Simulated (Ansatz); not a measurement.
C2H4F2OSi can be A, `OC1[SiH2]C1(F)F`, or B, `F[C@@H]1C[Si@@H](F)O1`.

Gas-phase electronic energies from Ansatz, PBE0-D4/def2-TZVP geometries. CCSD(T)/CBS adds triple-zeta CCSD(T) − MP2 to the extrapolated MP2 energy (def2 sets, frozen cores). DFT in def2-TZVPP. B3LYP here is the variant with VWN-RPA as its local correlation; programs differ in this. Each species was taken in one conformer, which may not be the lowest.

A:

```xyz
10

O    -1.4373   -0.8198   -1.0137
C    -0.3764    0.0230   -0.7316
Si    0.0228    1.0967    0.7966
C     0.8129   -0.4521    0.0728
F     0.5233   -1.5993    0.7524
F     1.9964   -0.6103   -0.5482
H    -1.4481   -1.5191   -0.3516
H    -0.0429    0.5499   -1.6268
H     0.6041    2.4343    0.5548
H    -0.6547    0.8969    2.0953
```

B:

```xyz
10

F     1.406   -1.628    0.107
C     0.717   -0.568    0.624
C    -0.739   -0.546    0.120
Si   -0.167    1.012   -0.715
F    -0.819    2.362   -0.190
O     1.240    0.632    0.086
H     0.858   -0.588    1.708
H    -1.472   -0.424    0.916
H    -0.983   -1.420   -0.480
H    -0.041    1.169   -2.177
```

**Question.** Which is lower in electronic energy at CCSD(T)/CBS, and by how much? (Best estimate.)

**Answer.** Ansatz gave: B, by 479.8 kJ/mol.

**Question.** Give E(B) − E(A) in kJ/mol with B3LYP, PBE-D4, CCSD(T)/def2-TZVPP, B3LYP-D4, MP2/def2-TZVPP, r2SCAN-D4, B2PLYP. (Best estimate.)

**Answer.** Computed: B3LYP -459.4, PBE-D4 -429.8, CCSD(T)/def2-TZVPP -478.0, B3LYP-D4 -459.6, MP2/def2-TZVPP -495.5, r2SCAN-D4 -460.7, B2PLYP -475.5. None reverses the order clearly.

Largest T1 diagnostic: 0.013.

In def2-TZVPP, CCSD(T) changes the Hartree–Fock value by +28.1 kJ/mol (the triples alone add +6.4 kJ/mol) and MP2 by +10.6 kJ/mol. From PBE to PBE0 (25 % exact exchange), in def2-TZVPP and without D4, E(B) − E(A) moves by −23.1 kJ/mol.
